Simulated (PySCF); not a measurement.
C4H9O, SMILES C1CC[OH+]C1, charge +1. Atoms are numbered in the order given.

```xyz
14

C      0.0336    -1.2824    -0.0351
C      1.2148    -0.3326     0.2308
C      0.7629     0.9850    -0.3620
O     -0.7130     0.9694    -0.0253
C     -1.1952    -0.4453     0.2691
H      0.0271    -1.6148    -1.0844
H      0.0658    -2.1763     0.6032
H      2.1436    -0.6772    -0.2452
H      1.4056    -0.2243     1.3094
H      0.8373     1.0299    -1.4574
H      1.1638     1.8913     0.1066
H     -1.2869     1.5056    -0.6038
H     -2.0692    -0.6211    -0.3699
H     -1.4805    -0.4168     1.3275
```
Charge +1, spin multiplicity 1.

Coordinates come from a B3LYP-D3(BJ)/def2-SVP optimisation. The isomer is the one that the SMILES or the coordinates give; other isomers of the formula were not compared. Other conformers were not sampled.

Two levels are set side by side: PBE/pcSseg-1 (PySCF) and HF/pcSseg-1 (PySCF). GIAO shifts against H2O (¹⁷O), TMS (¹H), TMS (¹³C) at the same level; non-relativistic, no solvent, atoms listed together averaged. Differences are taken from unrounded values.

```
quantity                  HF   PBE  PBE minus HF
----------------------  ----  ----  ------------
δ(¹³C) of C1, C2 (ppm)  25.9  32.7           6.8
δ(¹⁷O) of O4 (ppm)      31.3  82.4          51.1
δ(¹H) of H12 (ppm)      5.09  5.09          0.00
```

Rough cost on one machine, each run with all the roots and properties that it gave: HF against PBE within a factor of 2.
